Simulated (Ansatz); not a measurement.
`Cl[SiH]1[SiH2]S1` + NH₃ → `N[SiH]1[SiH2]S1` + HCl at 400 K and 1 bar (ligand exchange at the Si–Cl bond).

Program: Ansatz. Geometries: PBE0-D4/def2-TZVP. ΔE: electronic, gas phase. CCSD(T)/CBS adds triple-zeta CCSD(T) − MP2 to the extrapolated MP2 energy (def2 sets, frozen cores). This one scheme is used for every species. One conformer a species, not always the lowest.

| species | CCSD(T)/CBS energy (Eh) | H − E (kJ/mol) | S (J/(mol·K)) |
| --- | --- | --- | --- |
| `Cl[SiH]1[SiH2]S1` | -1437.58844 | 106.7 | 358.2 |
| NH₃ | -56.50880 | 104.2 | 203.1 |
| `N[SiH]1[SiH2]S1` | -1033.70075 | 174.1 | 365.5 |
| HCl | -460.38127 | 29.6 | 195.4 |

H − E and S are ideal-gas, rigid-rotor, harmonic terms from PBE0-D4/def2-TZVP, for one conformer and one mirror image of each species. 1 Eh = 2625.50 kJ/mol, R = 8.31446 J/(mol·K).

Task: By hand: ΔE, ΔH, ΔS and ΔG.

Result: ΔE = (-1033.70075) + (-460.38127) − (-1437.58844) − (-56.50880) = 0.01522 Eh = 40.0 kJ/mol. Δ(H − E) = 174.1 + 29.6 − 106.7 − 104.2 = -7.2, so ΔH = 32.8 kJ/mol. ΔS = 365.5 + 195.4 − 358.2 − 203.1 = -0.4 J/(mol·K). ΔG = 32.8 − 400 × (-0.4)/1000 = 33.0 kJ/mol.

Task: By hand: the equilibrium constant, and the temperature at which ΔG would vanish if ΔH and ΔS stayed fixed.

Result: log₁₀ K = −ΔG/(RT ln 10) = -4.3. ΔH and −TΔS have one sign here, so there is no such temperature.

The number of gas molecules stays the same, so ΔS is small and ΔH decides. A doubt of 5 kJ/mol in ΔE shifts log₁₀ K by 0.7 here. Other conformers and mirror images would add mixing entropy, several J/(mol·K) or more a flexible species. These are equilibria of isolated gas molecules and say nothing of rates. Largest T1 diagnostic: 0.013 (customary marks: 0.02 for closed shells, 0.045 for open ones).

ΔS is within the doubt of such terms, so its sign, and with it that verdict, could turn.
